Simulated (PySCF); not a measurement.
C2H9N3Si, SMILES C/C=N/[SiH](N)N. Atoms are numbered in the order given.

```xyz
15

C      3.0618     0.3054    -0.5957
C      1.7657     0.0897     0.1173
N      0.6405     0.0938    -0.4611
Si    -0.8700    -0.1437     0.4148
N     -1.6501    -1.3938    -0.4665
N     -1.9298     1.2087     0.4591
H      3.7288    -0.5603    -0.4472
H      2.8860     0.4588    -1.6686
H      3.5875     1.1797    -0.1764
H      1.8703    -0.0771     1.2175
H     -0.5345    -0.4054     1.8587
H     -2.5323    -1.7887    -0.1670
H     -1.1027    -2.0402    -1.0208
H     -1.8037     1.9361     1.1528
H     -2.3083     1.5768    -0.4066
```
Charge 0, spin multiplicity 1.

Geometry: PBE0-D3(BJ)/def2-SVP. The structure was generated by enumeration; whether it is a known compound was not checked. The values are those of a single conformer.

Two levels are set side by side: PBE/pcSseg-1 (PySCF) and PBE0/pcSseg-1 (PySCF). GIAO shifts against NH3 (¹⁵N), TMS (²⁹Si), TMS (¹H), TMS (¹³C) at the same level; non-relativistic, no solvent, atoms listed together averaged. Differences are taken from unrounded values.

| quantity | PBE0 | PBE | PBE minus PBE0 |
|---|---|---|---|
| δ(¹³C) of C1 (ppm) | 33.2 | 34.0 | 0.7 |
| δ(¹³C) of C2 (ppm) | 180.7 | 177.9 | -2.7 |
| δ(¹⁵N) of N3 (ppm) | 405.7 | 401.5 | -4.2 |
| δ(²⁹Si) of Si4 (ppm) | -23.5 | -24.8 | -1.3 |
| δ(¹H) of H10 (ppm) | 8.83 | 9.02 | 0.19 |
| δ(¹H) of H11 (ppm) | 4.96 | 5.19 | 0.24 |

Rough cost on one machine, each run with all the roots and properties that it gave: PBE0 against PBE within a factor of 2.
